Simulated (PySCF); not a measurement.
**Spin-orbit coupling and the first ionisation energy along the 4d series**

Two-component X2C-1e calculated with PySCF 2.14: MP2 on generalised Hartree-Fock spinors (GMP2), with spin-orbit coupling off and on (screened by Boettger's factors); no Breit or QED terms. Values in eV; the references (NIST) lie between the lowest levels. Elements whose determinants are no pure J levels are left out.

| element | configurations | spin-free | with spin-orbit | shift | reference |
| --- | --- | --- | --- | --- | --- |
| Mo (x2c-TZVPall-2c with one added diffuse shell each of s, p, d type, [Ar] 3d10 frozen) | [Kr] 4d5 5s1 → [Kr] 4d5 | 6.987 | 6.987 | -0.001 | 7.092 |
| Tc (x2c-TZVPall-2c with one added diffuse shell each of s, p, d type, [Ar] 3d10 frozen) | [Kr] 4d5 5s2 → [Kr] 4d5 5s1 | 6.641 | 6.643 | 0.002 | 7.119 |
| Ru (x2c-TZVPall-2c with one added diffuse shell each of s, p, d type, [Ar] 3d10 frozen) | [Kr] 4d7 5s1 → [Kr] 4d7 | 7.139 | 7.132 | -0.008 | 7.361 |
| Rh (x2c-TZVPall-2c with one added diffuse shell each of s, p, d type, [Ar] 3d10 frozen) | [Kr] 4d8 5s1 → [Kr] 4d8 | 7.171 | 7.171 | 0.000 | 7.459 |
| Pd (x2c-TZVPall-2c with one added diffuse shell each of s, p, d type, [Ar] 3d10 frozen) | [Kr] 4d10 → [Kr] 4d9 | 8.263 | 8.076 | -0.187 | 8.337 |
| Ag (x2c-TZVPall-2c with one added diffuse shell each of s, p, d type, [Ar] 3d10 frozen) | [Kr] 4d10 5s1 → [Kr] 4d10 | 7.205 | 7.207 | 0.003 | 7.576 |
| Cd (x2c-TZVPall-2c with one added diffuse shell each of s, p, d type, [Ar] 3d10 frozen) | [Kr] 4d10 5s2 → [Kr] 4d10 5s1 | 8.578 | 8.580 | 0.002 | 8.994 |

The largest shift is at Pd, -0.187 eV, where spin-orbit coupling lowers the species with fewer electrons by more than the one with more (starting occupations closed and 4d3/2^4 4d5/2^5).

What remains against the references is mostly the basis and correlation beyond MP2.
